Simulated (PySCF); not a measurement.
C$_{4}$H$_{10}$Cd (SMILES C[CH2][Cd][CH2]C), singlet, at a GFN2-xTB geometry (such geometries of metal compounds can be far from the true shape) (core potentials on Cd). Base run: DF-CAMB3LYP/def2-SV(P) (PySCF).

PySCF was given this input:
```python
from pyscf import gto, scf, dft

mol = gto.M(
    atom='''
Cd   -0.475400   -0.236634   -0.156216
C    -0.150850   -0.568413    2.039680
C     1.272727   -1.115059    2.163723
H    -0.845263   -1.261331    2.519354
H    -0.216770    0.390797    2.568107
H     1.998595   -0.442137    1.691853
H     1.358573   -2.101275    1.697125
H     1.565728   -1.225708    3.212921
C     0.537291    0.734691   -1.907827
C     0.813138    2.178353   -1.482752
H    -0.028028    0.736817   -2.842035
H     1.491062    0.225179   -2.095179
H     1.375845    2.214967   -0.542228
H    -0.119187    2.735704   -1.351833
H     1.404797    2.707976   -2.236678
''',
    basis='def2-sv(p)',
    ecp={'Cd': 'def2-sv(p)'},
    charge=0,
    spin=0,
    verbose=4,
)

mf = dft.RKS(mol)
mf.xc = 'camb3lyp'
mf = mf.density_fit(auxbasis='def2-universal-jkfit')
mf.kernel()
mf.analyze()
```

Variants of this job, named by their change:

| change | ΔE vs base (mEh) | SCF cycles | outcome |
|---|---|---|---|
| base | 0.000 | 11 | converged |
| level_shift = 0.3 (with mf.max_cycle = 100) | 0.000 | 16 | converged |
| conv_tol = 1e-11 | 0.000 | 14 | converged |
| diis = off; damp = 0.6 (with mf.diis_start_cycle = 200; with mf.max_cycle = 150) | 0.000 | 26 | converged |
| DIIS = ADIIS | 0.000 | 15 | converged |
| conv_tol = 1e-7 | 0.000 | 10 | converged |
| level_shift = 1.0 (with mf.max_cycle = 100) | 0.000 | 34 | converged |
| conv_tol_grad = 1e-7 | 0.000 | 16 | converged |
| conv_tol = 1e-4 | 0.003 | 7 | converged |
| conv_tol = 1e-12 | 0.000 | 15 | converged |
| conv_tol = 1e-6 | 0.000 | 9 | converged |
| diis = off (with mf.max_cycle = 100) | - | 100 | not converged |
| init_guess = huckel | 0.000 | 12 | converged |
